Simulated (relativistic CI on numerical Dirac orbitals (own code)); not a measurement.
Computed by Dirac-Coulomb-Breit CI, orbitals from a KLI potential per configuration, a model potential for QED, unscaled Slater integrals (own radial code, finite nucleus).

Configuration list (outside the closed core [Ne]): 3s2 3p6 3d10, 3s2 3p6 3d9 4s, 3s2 3p6 3d9 4p, 3s2 3p6 3d9 4d, 3s2 3p5 3d10 4s, 3s2 3p6 3d9 4f, 3s2 3p5 3d10 4p, 3s2 3p6 3d8 4s2, 3s2 3p5 3d10 4d, 3s2 3p6 3d8 4s 4p, 3s 3p6 3d10 4s, 3s2 3p6 3d9 5s, 3s2 3p5 3d10 4f, 3s2 3p6 3d8 4p2, 3s2 3p6 3d8 4s 4d, 3s2 3p6 3d9 5p, 3s 3p6 3d10 4p, 3s2 3p5 3d9 4s2, 3s2 3p6 3d9 5d, 3s2 3p6 3d8 4p 4d, 3s2 3p6 3d9 5f, 3s2 3p6 3d9 5g, 3s2 3p5 3d9 4s 4p, 3s 3p6 3d10 4d, 3s2 3p6 3d8 4d2, 3s2 3p5 3d9 4p2, 3s2 3p5 3d9 4s 4d, 3s 3p6 3d10 4f, 3s 3p6 3d9 4s2, 3s2 3p6 3d9 6s, 3s2 3p5 3d10 5s, 3s2 3p6 3d9 6p, 3s2 3p4 3d10 4s2, 3s2 3p5 3d9 4p 4d, 3s2 3p5 3d10 5p, 3s2 3p6 3d9 6d. Levels of other configurations are missing.

At this charge energies of transitions that change n are usually good to better than 1 %, and those within a shell (Δn = 0) to a few per cent.

Outline of the computed level scheme of W XLVII. Lowest level of each configuration: 3s2 3p6 3d10 1S_0 at 0.00 eV; 3s2 3p6 3d9 4s 3D_3 at 1562.98 eV; 3s2 3p6 3d9 4p 3P°_2 at 1659.51 eV; 3s2 3p6 3d9 4d 3S_1 at 1905.90 eV; 3s2 3p5 3d10 4s 3P°_2 at 2015.82 eV; 3s2 3p6 3d9 4f 3P°_0 at 2081.25 eV.

Some strong electric-dipole decays among the lowest 45 levels: 3s2 3p5 3d10 4s 1P°_1 → 3s2 3p6 3d10 1S_0 (2.2e+13 s⁻¹); 3s2 3p6 3d9 4p 1P°_1 → 3s2 3p6 3d10 1S_0 (1.3e+13 s⁻¹); 3s2 3p6 3d9 4p 3D°_1 → 3s2 3p6 3d10 1S_0 (6.6e+12 s⁻¹); 3s2 3p5 3d10 4s 1P°_1 → 3s2 3p6 3d9 4s 1D_2 (2.0e+12 s⁻¹); 3s2 3p5 3d10 4s 3P°_2 → 3s2 3p6 3d9 4s 3D_3 (1.8e+12 s⁻¹); 3s2 3p6 3d9 4p 3P°_1 → 3s2 3p6 3d10 1S_0 (1.4e+12 s⁻¹); 3s2 3p6 3d9 4d 3G_3 → 3s2 3p6 3d9 4p 3F°_2 (8.0e+11 s⁻¹); 3s2 3p6 3d9 4d 3G_4 → 3s2 3p6 3d9 4p 3F°_3 (7.9e+11 s⁻¹).

LS names give the leading component of a level, which can be under half, so a name can repeat, a term be missing and a line seem to break the LS rules.
